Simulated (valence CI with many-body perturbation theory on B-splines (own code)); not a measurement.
**Energy levels of I²⁺**

Calculated by configuration interaction combined with many-body perturbation theory (CI+MBPT): five valence electrons over a frozen Dirac-Fock core [Kr] 4d10, radial functions for each j: 11 s, 11 p, 10 d, 8 f, 5 g, 2 h, with the one-electron correlation potential Σ1 (screened to all orders), the two-electron term Σ2, the three-electron term Σ3, Breit, model QED; selected single and double excitations, second order for the rest, scaled by the run's own slope (own B-spline code, finite nucleus).

No measured levels were compared; by estimate levels hold to about 250 cm⁻¹ or 0.2 % of their energy and the worst to 1 %, as in measured heavy ions of charge 2 to 7. Among the levels kept, up to 3000 cm⁻¹ of a level comes from second order outside the variational space, and about a tenth of that is noise between levels of different J, which matters for small intervals.

Levels 46 to 90 of 129, with energies above the lowest level, 5s2.5p3 4S°_3/2. "Leading %" is the weight of the configuration and term that name the level; weights of strongly mixed levels are sums over their largest components and can fall short. In the jj column 3d3/2^4 stands for four electrons in 3d with j = 3/2.

```tsv
No.	Configuration	Term	J	E (cm⁻¹)	Leading %	Leading jj	g	Second component
46	5s2.5p2.6p	4D°	3/2	146608	37	5s^2 5p1/2 5p3/2 6p1/2 (79 %)	1.204	25 % 5s2.5p2.6p 2D°
47	5s2.5p2.6p	4D°	5/2	147793	79	5s^2 5p1/2 5p3/2 6p3/2 (81 %)	1.383	10 % 5s2.5p2.6p 4P°
48	5s.5p4	2P	1/2	148129	34	5s^2 5p1/2 5p3/2 5d5/2 (29 %)	1.241	21 % 5s2.5p2.5d 2S
49	5s2.5p2.5d	2D	5/2	148610	76	5s^2 5p3/2^2 5d5/2 (61 %)	1.205	6 % 5s2.5p2.6s 2D
50	5s2.5p2.6p	2D°	3/2	149217	44	5s^2 5p1/2 5p3/2 6p3/2 (84 %)	1.377	34 % 5s2.5p2.6p 4S°
51	5s2.5p2.6p	4P°	1/2	149438	72	5s^2 5p1/2 5p3/2 6p3/2 (70 %)	2.330	13 % 5s2.5p2.6p 2P°
52	5s2.5p2.6p	2D°	5/2	149872	47	5s^2 5p1/2 5p3/2 6p1/2 (68 %)	1.292	30 % 5s2.5p2.6p 4P°
53	5s2.5p2.6p	4D°	7/2	151496	72	5s^2 5p1/2 5p3/2 6p3/2 (74 %)	1.366	20 % 5s2.5p2.6p 2F°
54	5s2.5p2.5d	2P	3/2	151714	44	5s^2 5p3/2^2 5d5/2 (52 %)	1.219	19 % 5s.5p4 2P
55	5s2.5p2.6p	4P°	3/2	152484	40	5s^2 5p1/2 5p3/2 6p1/2 (49 %)	1.699	32 % 5s2.5p2.6p 4S°
56	5s2.5p2.6s	2S	1/2	152968	62	5s^2 5p3/2^2 6s (60 %)	1.696	16 % 5s.5p4 2P
57	5s2.5p2.6p	2P°	3/2	154016	61	5s^2 5p1/2 5p3/2 6p3/2 (65 %)	1.190	26 % 5s2.5p2.6p 2D°
58	5s2.5p2.6p	2D°	5/2	154976	41	5s^2 5p1/2 5p3/2 6p3/2 (71 %)	1.260	30 % 5s2.5p2.6p 4P°
59	5s2.5p2.5d	2D	5/2	155284	68	5s^2 5p3/2^2 5d5/2 (71 %)	1.162	14 % 5s2.5p2.5d 2F
60	5s2.5p2.5d	2D	3/2	155821	86	5s^2 5p3/2^2 5d3/2 (70 %)	0.809	
61	5s2.5p2.6p	2P°	1/2	156288	72	5s^2 5p1/2 5p3/2 6p3/2 (57 %)	0.839	12 % 5s2.5p2.6p 2S°
62	5s2.5p2.5d	2S	1/2	158568	34	5s 5p3/2^4 (25 %)	1.766	21 % 5s.5p4 2S
63	5s2.5p2.6p	2D°	5/2	162453	45	5s^2 5p3/2^2 6p3/2 (72 %)	1.190	20 % 5s2.5p2.6p 4P°
64	5s2.5p2.6p	2D°	3/2	162633	44	5s^2 5p3/2^2 6p1/2 (73 %)	1.140	31 % 5s2.5p2.6p 2P°
65	5s2.5p2.6p	2D°	5/2	163176	44	5s^2 5p3/2^2 6p1/2 (73 %)	1.077	32 % 5s2.5p2.6p 2F°
66	4f.5s2.5p2	4G°	5/2	163322	50	4f5/2 5s^2 5p1/2^2 (62 %)	0.765	8 % 5s2.5p2.6p 2F°
67	5s2.5p2.6p	2F°	7/2	163518	69	5s^2 5p3/2^2 6p3/2 (68 %)	1.206	18 % 5s2.5p2.6p 4D°
68	4f.5s2.5p2	4G°	7/2	164387	32	4f7/2 5s^2 5p1/2^2 (67 %)	1.122	16 % 4f.5s2.5p2 4F°
69	5s2.5p2.6p	2P°	1/2	165377	85	5s^2 5p3/2^2 6p3/2 (51 %)	0.770	5 % 5s2.5p2.6p 2S°
70	5s2.5p2.6p	2P°	3/2	168908	68	5s^2 5p3/2^2 6p3/2 (80 %)	1.278	12 % 5s2.5p2.6p 2D°
71	4f.5s2.5p2	4G°	7/2	169256	44	4f5/2 5s^2 5p1/2 5p3/2 (60 %)	1.092	23 % 4f.5s2.5p2 4D°
72	4f.5s2.5p2	4G°	9/2	169346	67	4f7/2 5s^2 5p1/2 5p3/2 (75 %)	1.195	14 % 4f.5s2.5p2 4F°
73	4f.5s2.5p2	2D°	5/2	169605	44	4f5/2 5s^2 5p1/2 5p3/2 (80 %)	1.038	22 % 4f.5s2.5p2 4G°
74	5s2.5p2.7s	4P	1/2	170480	63	5s^2 5p1/2^2 7s (84 %)	2.123	23 % 5s2.5p2.7s 2P
75	4f.5s2.5p2	2G°	7/2	170571	56	4f7/2 5s^2 5p1/2 5p3/2 (63 %)	1.079	30 % 4f.5s2.5p2 4D°
76	4f.5s2.5p2	4F°	3/2	171722	46	4f5/2 5s^2 5p1/2 5p3/2 (87 %)	0.700	24 % 4f.5s2.5p2 4D°
77	4f.5s2.5p2	4D°	5/2	171885	44	4f7/2 5s^2 5p1/2 5p3/2 (79 %)	1.244	25 % 4f.5s2.5p2 2D°
78	4f.5s2.5p2	4G°	11/2	172621	74	4f7/2 5s^2 5p1/2 5p3/2 (59 %)	1.251	11 % 4f.5s2.5p2 2H°
79	4f.5s2.5p2	2G°	9/2	172713	45	4f7/2 5s^2 5p1/2 5p3/2 (42 %)	1.181	27 % 4f.5s2.5p2 4F°
80	5s2.5p2.6d	4F	3/2	173223	53	5s^2 5p1/2^2 6d3/2 (81 %)	0.708	13 % 5s2.5p2.6d 4D
81	5s2.5p2.6d	4F	5/2	174314	30	5s^2 5p1/2^2 6d5/2 (78 %)	1.205	25 % 5s2.5p2.6d 4D
82	4f.5s2.5p2	4D°	3/2	175123	50	4f5/2 5s^2 5p1/2 5p3/2 (35 %)	1.057	18 % 4f.5s2.5p2 2D°
83	4f.5s2.5p2	4D°	1/2	175360	76	4f5/2 5s^2 5p1/2 5p3/2 (57 %)	0.081	9 % 4f.5s2.5p2 2P°
84	4f.5s2.5p2	4F°	7/2	175467	52	4f7/2 5s^2 5p1/2 5p3/2 (48 %)	1.197	24 % 4f.5s2.5p2 2F°
85	4f.5s2.5p2	4F°	5/2	175737	47	4f5/2 5s^2 5p1/2 5p3/2 (64 %)	1.077	18 % 4f.5s2.5p2 4D°
86	5s2.5p2.7s	4P	3/2	177030	82	5s^2 5p1/2 5p3/2 7s (93 %)	1.685	11 % 5s2.5p2.7s 2P
87	4f.5s2.5p2	2D°	3/2	177138	49	4f7/2 5s^2 5p1/2 5p3/2 (30 %)	0.727	30 % 4f.5s2.5p2 4F°
88	5s2.5p2.6p	2P°	1/2	177524	84	5s^2 5p3/2^2 6p1/2 (76 %)	0.659	
89	5s2.5p2.7s	2P	1/2	177571	67	5s^2 5p1/2 5p3/2 7s (92 %)	1.209	25 % 5s2.5p2.7s 4P
90	4f.5s2.5p2	2F°	7/2	177780	51	4f5/2 5s^2 5p1/2 5p3/2 (47 %)	1.040	35 % 4f.5s2.5p2 2G°
```

Names give the largest LS component (configuration and term), which can be under half, so a name can repeat, a term be missing and a line seem to break the LS rules; names also repeat where a configuration has a term twice.

Where two levels of one J and parity lie close, their mixing, g and order are uncertain.
